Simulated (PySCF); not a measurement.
## Two-component Hartree-Fock for Xe³⁶⁺ (xenon, charge +36)

Start: [Ar]. Calculated with PySCF 2.14 in an uncontracted even-tempered set (19 s from 7 bohr⁻², ratio 2.4; 14 p from 9 bohr⁻², ratio 2.4; 5 d from 37 bohr⁻², ratio 2.6; 4 f from 55 bohr⁻², ratio 2.6): generalised Hartree-Fock with the X2C-1e Hamiltonian and a Gaussian nucleus; one run each with spin-orbit coupling (SO) switched off, then screened by Boettger's factors.

```csv
spinor shell,electrons,"ε, spin-free (eV)","ε, screened SO (eV)",weight of nominal j (screened SO),"rms radius, screened SO (bohr)"
1s1/2,2,-36702.6,-36699.1,1.000,0.0305
2s1/2,2,-7423.4,-7422.4,1.000,0.122
2p1/2,2,-6861.9,-7092.2,1.000,0.105
3s1/2,2,-2771.5,-2771.3,1.000,0.300
3p1/2,2,-2582.6,-2637.3,1.000,0.288
3p3/2,4,-2582.6,-2557.8,1.000,0.297
```

Where does 2p3/2 lie, and what is the 2p spin-orbit splitting (screened SO)?

At -6758.8 eV, 333.45 eV above 2p1/2.

```csv
quantity,spin-free,screened SO
E (hartree),-6420.91786,-6423.32327
M_J,0,0
⟨J²⟩,0.000,0.000
⟨L²⟩,0.000,0.014
⟨S²⟩,0.000,0.014
```

Breit and QED terms are absent; they matter most for the inner s and p1/2 levels.

Densities and radii are taken from the X2C orbitals without a picture-change correction, which distorts them close to the nucleus.

Without spin-orbit coupling the j labels of p, d and f shells carry no meaning; the spin-free column gives the mean over the occupied spinors of each nl shell.
